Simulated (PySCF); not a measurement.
Relaxation of singlet In₃N

Method: PySCF, PBE0, basis N def2-SVP, In def2-SVP with ECP28 (scalar-relativistic core potentials, no spin–orbit coupling, density fitting). A (50,194) grid was used.

A hand-made T-shaped start, of C2v symmetry, held to at least that symmetry:

Coordinates in bohr (charge 0 multiplicity 1):
```
N     0.0000    0.0000   -1.3793
In    0.0000    0.0000    2.6458
In    4.0227    0.0000   -1.2389
In   -4.0227    0.0000   -1.2389
```

Q: What forces act on the atoms at the start (eV/Å)?

A: 
```json
{"atom": "N1", "Fx": "0.00", "Fy": "0.00", "Fz": "0.21"}
{"atom": "In2", "Fx": "0.00", "Fy": "0.00", "Fz": "1.65"}
{"atom": "In3", "Fx": "0.38", "Fy": "0.00", "Fz": "-0.93"}
{"atom": "In4", "Fx": "-0.38", "Fy": "0.00", "Fz": "-0.93"}
```

Q: What does it relax to?

A: It ends at D3h with N–In 2.114 Å (×3); In–N–In 120.0° (×3) (after a last refinement on a finer grid). A frequency run shows a minimum.

Q: How much energy is released, and in how many steps?

A: 105.7 kJ/mol in 8 steps.

The relaxation took roughly 60 core-seconds on a shared host.
